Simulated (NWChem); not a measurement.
Species: CH₇NO₂Si; SMILES NC[SiH](O)O

```xyz
12

N      0.2898     2.0730     0.1734
C     -0.7866     1.0793     0.1283
Si    -0.0343    -0.5760    -0.3978
O     -0.7343    -1.7258     0.5793
O      1.5875    -0.3580    -0.1385
H      0.0312     2.8766     0.7425
H      0.4853     2.4360    -0.7581
H     -1.6794     1.3769    -0.4554
H     -1.1420     0.8992     1.1574
H     -0.2486    -0.9726    -1.8209
H     -0.5492    -2.6452     0.3686
H      1.6779     0.5408     0.2355
```
Atoms are numbered in this order, from 1.

Program: NWChem. Pople sets run with spherical d functions. The geometry was optimised at PBE0/def2-SVP. Not confirmed as a minimum by frequencies. GIAO values for the isolated, static molecule; σ is the absolute isotropic shielding, δ = σ(reference) − σ with the isolated reference molecule computed at the same levels (1H: tetramethylsilane, 15N: ammonia, 17O: water, 29Si: tetramethylsilane).

```csv
level,δ N1 (ppm),δ Si3 (ppm),δ O5 (ppm),δ H6 (ppm),δ H7 (ppm),δ H11 (ppm),δ H12 (ppm)
Hartree-Fock/6-31G*,4.9,-15.5,29.3,0.51,-0.26,2.05,5.14
BHandHLYP/pcSseg-1,21.2,-21.3,55.3,0.77,-0.15,2.12,5.41
"LDA (Slater exchange, VWN5)/pcSseg-1",29.4,-11.3,85.1,0.73,-0.23,2.33,5.63
```
